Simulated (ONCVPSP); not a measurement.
# Plane-wave convergence, ONCV potential for lead

- Element: Pb (Z = 82)
- Generator: ONCVPSP 4.0.1
- Type: optimised norm-conserving Vanderbilt (ONCV)
- Functional: PBE
- Relativity: scalar-relativistic
- Frozen core: [Xe] 4f14 5d10
- Valence charge: 4
- Reference configuration: 6s1.5 6p2.5
- Partial waves: 6s: rc 1.80 bohr, ncon 4, nbas 7, qcut 3.3 1/bohr, 1 projector; 6p: rc 2.10 bohr, ncon 4, nbas 7, qcut 4.4 1/bohr, 3 projectors, debl 3.1 Ha
- Local potential: polynomial inside 1.50 bohr (lpopt 3, dvloc0 3 Ha)
- Core correction: none

Question: For each optimised wave give the share of its norm inside rc, the residual kinetic energy above qcut (Ha) and the cutoffs (Ha) for errors of 10, 1, 0.1 and 0.01 mHa per electron.

Answer:

| wave | norm inside rc | residual KE | 10 mHa | 1 mHa | 0.1 mHa | 0.01 mHa |
| --- | --- | --- | --- | --- | --- | --- |
| 6s | 0.278 | 3.0e-03 | 4.4 | 8.9 | 28.3 | 41.4 |
| 6p | 0.158 | 2.0e-04 | 1.5 | 4.9 | 20.1 | 33.9 |
| p projector 2 | 0.130 | 3.3e-02 | 25.6 | 44.4 | 53.8 | 79.3 |
| p projector 3 | 0.117 | 1.0e-01 | 20.4 | 58.2 | 67.1 | 99.6 |

The occupied waves need 8.9 Ha and 28 Ha for 1 and 0.1 mHa. The cutoffs count occupied waves only; projector 3 of the p channel, the hardest unoccupied one, needs 58 Ha at the loose tolerance. Note: ghosts flagged at negative energy: p at -65.3 eV, s at -2.07 eV; GHOST(+) flags only above 600 eV. A true bound ghost makes a file unfit for plane-wave use.
